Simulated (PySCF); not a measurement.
# Calculated NMR parameters of C=C1[SiH2]C[C@H]1C1(Cl)CC1

```yaml
Formula: C7H11ClSi
SMILES: C=C1[SiH2]C[C@H]1C1(Cl)CC1
Point_group_of_the_computed_structure: C1
Degrees_of_unsaturation: 3
Carbon_signals: 7
Proton_signals: 11
```

Numbering as in the mapped SMILES `[CH2:1]=[C:2]1[SiH2:3][CH2:4][C@H:5]1[C:6]1([Cl:7])[CH2:8][CH2:9]1` (H(Xn): hydrogen on atom n). Ha(Si3), Ha(C4) are cis to C6 on the ring; Ha(C1) is cis to Si3; Ha(C8), Ha(C9) are pro-R; Hb(C8), Hb(C9) are pro-S; Hb(Si3), Hb(C4) are trans to C6 on the ring; Hb(C1) is trans to Si3.

[PySCF 2.14: GFN2-xTB structure; shieldings: GIAO PBE0/pcSseg-1; non-relativistic Hamiltonian; a single conformation; isolated molecule]

Chemical shifts δ = σref − σ; 1H and 13C and 29Si vs TMS, all at this level.

| carbon | δC, type | δH (multiplicity) | HMBC from (2–3 bonds) | span of the C tensor (ppm) |
| --- | --- | --- | --- | --- |
| C1 | 138.8, CH2 | Ha(C1) 5.81 (br s); Hb(C1) 5.99 (br s) | Ha(Si3), Hb(Si3), H(C5) | 225 |
| C2 | 158.0, C | – | Hb(C1), Ha(C1), Ha(Si3), Hb(Si3), H(C5), Hb(C4), Ha(C4) | 217 |
| C4 | 13.1, CH2 | Ha(C4) 1.67 (m); Hb(C4) 1.81 (m) | Ha(Si3), Hb(Si3), H(C5) | 46 |
| C5 | 54.2, CH | 3.49 (m) | Hb(C1), Ha(C1), Ha(Si3), Hb(Si3), Hb(C4), Ha(C4), Ha(C8), Hb(C8), Ha(C9), Hb(C9) | 31 |
| C6 | 52.8, C | – | H(C5), Hb(C4), Ha(C4), Ha(C8), Hb(C8), Ha(C9), Hb(C9) | 94 |
| C8 | 15.8, CH2 | Hb(C8) 1.01 (m); Ha(C8) 1.02 (m) | H(C5), Ha(C9), Hb(C9) | 63 |
| C9 | 12.8, CH2 | Hb(C9) 0.80 (m); Ha(C9) 0.89 (m) | H(C5), Ha(C8), Hb(C8) | 65 |

Other nuclei:
| atoms | nucleus | environment | δ (ppm) | σ (ppm) |
| --- | --- | --- | --- | --- |
| Ha(Si3) | 1H | hydrogen on a silicon bonded to 2 C, in a 4-membered ring | 4.92 | 26.80 |
| Hb(Si3) | 1H | hydrogen on a silicon bonded to 2 C, in a 4-membered ring | 4.88 | 26.84 |
| Si3 | 29Si | silicon bonded to 2 C, 2 H, in a 4-membered ring | -42.9 | 392.1 |

Carbon types of the structure: 2 × C, 1 × CH, 4 × CH2, leaving 2 H on heteroatoms. δC 158.0: fully substituted alkene carbon; an sp2 carbon of a C=C bond. δC 138.8: terminal =CH2 carbon; as expected for a trigonal carbon in a double bond. δC 52.8, 15.8, 12.8: three-membered-ring carbon. δH 5.99, 5.81: hydrogen on a terminal =CH2 carbon; olefinic region. δH 1.02, 1.01, 0.89, 0.80: hydrogen on a three-membered-ring carbon; cyclopropane-type protons are shielded by the ring.

Carbons that carry Cl, above all several Cl atoms, come out too deshielded, partly because spin–orbit coupling is missing. Shifts are as computed. Against solution values, carbons near 30 ppm lie about +3 ppm off and those near 130 ppm about +5 ppm; carbons on Cl a further +6 ppm. Of 1309 compounds with measured shifts, 239 miss one by over three times the rms of a fit or turn the order of signals round; such compounds aren't used in these exercises. No couplings were computed; multiplicities are counted from neighbouring protons, with m where these are inequivalent, close in shift, in a saturated or five-membered ring or joined by F or P, and br s for small geminal =CH2 splittings.
